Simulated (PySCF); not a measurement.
C5H5Cl, SMILES ClC1CC=CC=1. Atoms are numbered in the order given.

```xyz
11

Cl    -0.0009     2.0048     0.0000
C     -0.0695     0.2865     0.0000
C     -1.1728    -0.4860     0.0000
C     -0.7373    -1.8945     0.0000
C      0.6102    -1.9545     0.0000
C      1.1729    -0.5583     0.0000
H     -2.2047    -0.1327     0.0000
H     -1.4201    -2.7470     0.0000
H      1.2227    -2.8578     0.0000
H      1.7977    -0.3520     0.8869
H      1.7977    -0.3520    -0.8869
```
Charge 0, spin multiplicity 1.

Geometry optimised at ωB97X-D3(BJ)/def2-SVP. The values are those of a single conformer.

The numbers are results of ωB97X/def2-TZVP (PySCF), not measurements.

Symmetry labels are those of the subgroup Cs that the program uses (full group Cs).

Computed valence orbital energies around the gap with their symmetry:
```csv
orbital,symmetry,energy (eV)
HOMO−7,A',-14.19
HOMO−6,A',-13.82
HOMO−5,A',-13.34
HOMO−4,A',-12.99
HOMO−3,A",-12.58
HOMO−2,A',-11.19
HOMO−1,A",-11.14
HOMO,A",-8.60
LUMO,A",1.26
LUMO+1,A',3.42
LUMO+2,A',3.76
LUMO+3,A",3.85
```
